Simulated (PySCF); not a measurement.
# How methods differ on the excitation energy of O

O [He] 2s2 2p4 (3P) → O [He] 2s1 2p5 (3P), as a difference of total energies. Computed with PySCF 2.14 in dyall-av2z (11s7p2d, 42 functions), with no relativity, point nucleus. Correlated levels: valence: 1s2 frozen; virtual orbitals above 40 to 60 times the deepest correlated orbital energy dropped. The calculations carry no spin-orbit coupling.

```tsv
method	excitation energy (cm⁻¹)
UHF	135840
MP2 (valence)	128960
SCS-MP2 (valence)	128320
CCSD (valence)	125030
CCSD(T) (valence)	122390
```

The upper state lies above the first ionisation limit, where it may autoionise and the basis confines it.

The coupled-cluster amplitudes are large for the upper state (T1 above 0.03 or a double amplitude above 0.15), so a single reference is strained.
